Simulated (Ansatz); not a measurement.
Geometry optimisation, DFT PBE-D3(BJ), scalar-relativistic, plane waves, PAW in Ansatz.

The input (input.yaml):

```yaml
crystal:
  lattice:
    - [6.745264, 0.0, 0.0]
    - [0.0, 6.745264, 0.0]
    - [0.0, 0.0, 6.745264]
  atoms:
    - { symbol: O, position: [0.8055239, 0.9952192, 0.6814284] }
    - { symbol: H, position: [0.8070101, 1.0986752, 0.581863] }
    - { symbol: H, position: [0.8033512, 0.8735997, 0.6051223] }
    - { symbol: O, position: [0.5215628, 0.6095722, 0.7512233] }
    - { symbol: H, position: [0.6077432, 0.5018403, 0.7910404] }
    - { symbol: H, position: [0.6120429, 0.7161746, 0.7185444] }
    - { symbol: O, position: [0.9622329, 0.7995945, 0.1220226] }
    - { symbol: H, position: [0.9644233, 0.9300926, 0.0621555] }
    - { symbol: H, position: [0.9561359, 0.7100525, 0.0099348] }
    - { symbol: O, position: [0.2577944, -0.02632, 0.5882998] }
    - { symbol: H, position: [0.2534715, 0.116826, 0.577852] }
    - { symbol: H, position: [0.1329708, -0.0690707, 0.5316424] }
    - { symbol: O, position: [0.2505038, 0.2659052, 0.1281229] }
    - { symbol: H, position: [0.3686997, 0.3474409, 0.1286626] }
    - { symbol: H, position: [0.172935, 0.3178962, 0.0190421] }
    - { symbol: O, position: [0.7654036, 0.5231792, 0.2074154] }
    - { symbol: H, position: [0.668662, 0.5218361, 0.3135186] }
    - { symbol: H, position: [0.7623754, 0.3891627, 0.1559466] }
    - { symbol: O, position: [0.0920496, 0.5037206, 0.5147899] }
    - { symbol: H, position: [0.0372701, 0.5769005, 0.4040535] }
    - { symbol: H, position: [0.0426604, 0.3702013, 0.4960304] }
    - { symbol: O, position: [0.3493176, 0.8148863, 0.0716123] }
    - { symbol: H, position: [0.3780676, 0.9421171, 0.0115756] }
    - { symbol: H, position: [0.3043961, 0.7340121, -0.038206] }
    - { symbol: "N", position: [0.9132129, 0.3208416, 0.7859915] }
    - { symbol: H, position: [0.8741648, 0.2273886, 0.8976378] }
    - { symbol: H, position: [1.0635114, 0.3147215, 0.776194] }
    - { symbol: H, position: [0.8794418, 0.4599106, 0.8333457] }
basis:
  ecutwfc: 420.0
kpoints:
  mp_grid: { grid: [1, 1, 1] }
hamiltonian:
  xc: pbe
  dispersion: d3bj
scf:
  occupations: { method: fermi_dirac, width: 0.05 }
  lower_state_search: "off"
relax:
  f_tol: 0.3
  max_steps: 15
  adjacent_minimum: "off"
```

Command:

```bash
$ ansatz run input.yaml --threads 1 --pin off --max-ram 3072MiB --backend cpu --events-out ev --progress --plain --runs-dir out
```

Question: Where does it end, and by what steps?

Answer: It did not converge within its limit. Limits of this set-up: coarse k mesh. After 14 steps the energy has fallen by 4.042 eV; H18 moved furthest, 1.59 Å.

| step | energy less start (eV) | largest force component (eV/Å) | accepted |
| --- | --- | --- | --- |
| 0 | 0.0000 | 1.085 | yes |
| 1 | -1.0049 | 1.361 | yes |
| 2 | -1.5362 | 1.698 | yes |
| 3 | -2.0789 | 1.940 | yes |
| 4 | -2.4821 | 1.326 | yes |
| 5 | -2.7842 | 1.104 | yes |
| 6 | -3.0832 | 0.726 | yes |
| 7 | -3.2956 | 1.040 | yes |
| 8 | -3.4386 | 0.818 | yes |
| 9 | -3.5819 | 0.988 | yes |
| 10 | -3.7109 | 0.770 | yes |
| 11 | -3.7991 | 0.816 | yes |
| 12 | -3.8939 | 0.424 | yes |
| 13 | -3.9468 | 0.845 | yes |
| 14 | -4.0415 | 0.617 | yes |

```xyz
28
Lattice="6.7453 0.0000 0.0000 0.0000 6.7453 0.0000 0.0000 0.0000 6.7453" Properties=species:S:1:pos:R:3
O 5.105 6.591 3.680
H 5.548 7.320 4.202
H 5.752 6.367 2.971
O 3.524 4.600 4.468
H 3.994 3.962 5.032
H 4.184 5.331 4.267
O 6.301 5.529 1.334
H 7.059 5.487 0.684
H 5.568 5.009 0.965
O 1.650 0.360 3.727
H 1.891 0.695 2.828
H 1.896 -0.592 3.694
O 2.174 1.400 1.138
H 2.893 2.037 1.407
H 1.357 1.952 1.183
O 4.130 3.060 2.070
H 3.718 3.582 2.804
H 4.643 2.378 2.542
O 0.668 3.427 2.830
H 0.207 4.199 2.423
H 0.010 3.056 3.447
O 1.833 5.602 -0.085
H 2.142 6.511 0.121
H 2.314 5.313 -0.892
N 6.476 1.806 5.368
H 6.154 1.346 6.223
H 7.334 1.327 5.045
H 6.750 2.757 5.623
```

Time of the run: 33 s on 1 thread of Arm Neoverse V1, on a shared host, peak memory 0.35 GiB.
